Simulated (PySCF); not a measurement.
Si(Cl)(Me)(OH)(NH2) (CH6ClNOSi), SMILES C[Si](N)(O)Cl. Geometry: PBE-D3(BJ)/def2-SVP. The structure was generated by enumeration, and PubChem lists no compound with its InChIKey, so it may never have been made. One conformer was computed; it need not be the lowest.

All values below come from PySCF with PBE-D3(BJ)/def2-SVP.

Harmonic wavenumbers (cm⁻¹): 130, 157, 170, 197, 246, 254, 282, 345, 476, 503, 673, 722, 761, 792, 838, 881, 924, 1224, 1379, 1381, 1497, 2981, 3080, 3089, 3476, 3569, 3754. Rotational constants (GHz): 3.475, 2.280, 2.170; symmetry number 1.

Problem. Work out the zero-point energy and the ideal-gas rigid-rotor harmonic-oscillator thermochemistry at 298.15 K and 1 atm.

Solution. ZPE = ½ Σ hcν = ½ × 33782 cm⁻¹ = 202.06 kJ/mol. H − E(el) = 226.00 kJ/mol. Entropy in J/(mol K): translation 167.55, rotation 114.34, vibration 80.72, total 362.61. G − E(el) = 117.89 kJ/mol. Cp = 125.45 J/(mol K). Modes under 150 cm⁻¹ make the vibrational entropy uncertain.
